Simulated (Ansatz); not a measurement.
Relaxation of GaH6N (8 atoms, charge 0, multiplicity 1), to a largest force component of 0.03 eV/Å in at most 50 steps.

Level of theory: RHF/def2-TZVP (Ansatz 0.2.0).

```xyz
8
Properties=species:S:1:pos:R:3
Ga 0.027 0.274 -0.046
H -0.131 0.299 1.517
H 1.455 0.401 -0.691
H -1.258 0.114 -0.941
N 0.019 -2.519 1.368
H -0.602 -2.717 0.610
H 0.970 -2.665 1.102
H -0.112 -1.566 1.722
```

Question: Where does it end, and by what steps?

Answer: The run converged. The force dipped under the threshold on the way, but the program's further checks kept it going. After 26 steps the energy has fallen by 0.970 eV; H8 moved furthest, 0.74 Å. Joined: Ga1–N5 (3.13 → 2.19 Å).

```json
{"step": "0", "energy less start (eV)": "0.0000", "largest force component (eV/Å)": "1.488", "accepted": "yes"}
{"step": "1", "energy less start (eV)": "-0.1105", "largest force component (eV/Å)": "0.545", "accepted": "yes"}
{"step": "2", "energy less start (eV)": "-0.1516", "largest force component (eV/Å)": "0.311", "accepted": "yes"}
{"step": "3", "energy less start (eV)": "-0.1780", "largest force component (eV/Å)": "0.169", "accepted": "yes"}
{"step": "4", "energy less start (eV)": "-0.1758", "largest force component (eV/Å)": "1.034", "accepted": "no"}
{"step": "5", "energy less start (eV)": "-0.1883", "largest force component (eV/Å)": "0.474", "accepted": "yes"}
{"step": "6", "energy less start (eV)": "-0.1981", "largest force component (eV/Å)": "0.405", "accepted": "yes"}
{"step": "7", "energy less start (eV)": "-0.2152", "largest force component (eV/Å)": "0.359", "accepted": "yes"}
{"step": "8", "energy less start (eV)": "-0.2585", "largest force component (eV/Å)": "1.351", "accepted": "yes"}
{"step": "9", "energy less start (eV)": "-0.5329", "largest force component (eV/Å)": "2.069", "accepted": "yes"}
{"step": "10", "energy less start (eV)": "-0.1292", "largest force component (eV/Å)": "7.761", "accepted": "no"}
{"step": "11", "energy less start (eV)": "-0.8386", "largest force component (eV/Å)": "0.635", "accepted": "yes"}
{"step": "12", "energy less start (eV)": "-0.9358", "largest force component (eV/Å)": "0.228", "accepted": "yes"}
{"step": "13", "energy less start (eV)": "-0.9524", "largest force component (eV/Å)": "0.063", "accepted": "yes"}
{"step": "14", "energy less start (eV)": "-0.9532", "largest force component (eV/Å)": "0.010", "accepted": "yes"}
{"step": "15", "energy less start (eV)": "-0.9522", "largest force component (eV/Å)": "0.324", "accepted": "no"}
{"step": "16", "energy less start (eV)": "-0.9538", "largest force component (eV/Å)": "0.057", "accepted": "yes"}
{"step": "17", "energy less start (eV)": "-0.9509", "largest force component (eV/Å)": "0.395", "accepted": "no"}
{"step": "18", "energy less start (eV)": "-0.9544", "largest force component (eV/Å)": "0.062", "accepted": "yes"}
{"step": "19", "energy less start (eV)": "-0.9558", "largest force component (eV/Å)": "0.058", "accepted": "yes"}
{"step": "20", "energy less start (eV)": "-0.9566", "largest force component (eV/Å)": "0.227", "accepted": "yes"}
{"step": "21", "energy less start (eV)": "-0.9589", "largest force component (eV/Å)": "0.113", "accepted": "yes"}
{"step": "22", "energy less start (eV)": "-0.9632", "largest force component (eV/Å)": "0.009", "accepted": "yes"}
{"step": "23", "energy less start (eV)": "-0.9648", "largest force component (eV/Å)": "0.135", "accepted": "yes"}
{"step": "24", "energy less start (eV)": "-0.9648", "largest force component (eV/Å)": "0.296", "accepted": "yes"}
{"step": "25", "energy less start (eV)": "-0.9670", "largest force component (eV/Å)": "0.139", "accepted": "yes"}
{"step": "26", "energy less start (eV)": "-0.9697", "largest force component (eV/Å)": "0.004", "accepted": "yes"}
```

```xyz
8
Properties=species:S:1:pos:R:3
Ga 0.027 -0.001 0.137
H 0.149 0.833 1.489
H 1.320 -0.109 -0.789
H -1.400 -0.066 -0.569
N 0.064 -2.014 0.989
H -0.135 -2.700 0.288
H 0.963 -2.217 1.379
H -0.619 -2.103 1.716
```

The run took 14 s on 2 threads of Intel(R) Xeon(R) 6975P-C (Granite Rapids), on a shared host, peak memory 0.21 GiB.
